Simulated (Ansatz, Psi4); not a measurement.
# CH3In: a line through the functionals

CH3In has 5 atoms, charge 0, and is taken as a singlet. As SMILES, `C[In]`. Geometry: relaxed at PBE0-D4/def2-TZVP.

The HOMO–LUMO gap y, in eV, basis def2-SVPD with a core potential; a is the functional's share of exact exchange. Programs: Ansatz 0.2.0, Psi4 1.11.

| functional | program | a | y (eV) |
| --- | --- | --- | --- |
| BLYP | Psi4 | 0 | 2.29 |
| PBE | Psi4 | 0 | 2.38 |
| TPSSh | Psi4 | 0.1 | 3.16 |
| B3LYP | Psi4 | 0.2 | 3.58 |
| PBE0 | Psi4 | 0.25 | 3.98 |
| r2SCAN0 | Ansatz | 0.25 | ? |
| BHLYP | Psi4 | 0.5 | 5.42 |

Task: Fit y = c + s·a to the known rows and predict r2SCAN0.

Result: 
1. Means of the 6 rows: a = 0.1750, y = 3.468.
2. Σ(Δa)² = 0.17875, Σ(Δa·Δy) = 1.0952, so the slope is 1.0952/0.17875 = 6.127.
3. Intercept: 3.468 − (6.127) × 0.1750 = 2.396. The largest residual of the fit is 0.15.
4. r2SCAN0: 2.396 + (6.127) × 0.25 = 3.93 eV.

The run gave 4.24 eV, so the prediction is off by -0.31 eV, more than the largest residual. Exact exchange lowers occupied levels and raises empty ones. The rows mix families of semi-local functionals, which the line can't see.
